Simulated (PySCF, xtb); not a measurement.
MoF6, SMILES [Mo]([F])([F])([F])([F])([F])[F], multiplicity 1.

GFN2-xTB in xtb 6.7.1 at its own geometry gives an orbital gap of 5.74 eV and a dipole moment of 0.00 D.

Coordinates come from a B3LYP-D3(BJ)/def2-SVP optimisation. The multiplicity is an assumed one; other spin states were not compared. The isomer is the one that the SMILES or the coordinates give; other isomers of the formula were not compared. The def2 effective core potentials stand for the cores of Mo; spin–orbit coupling is left out.

Task: What does ωB97X/def2-TZVP run with PySCF give? (The exact figures need the calculation; the answer reports its results.)

Result: gap 11.64 eV (levels -15.36 and -3.72 eV), dipole 0.00 D.
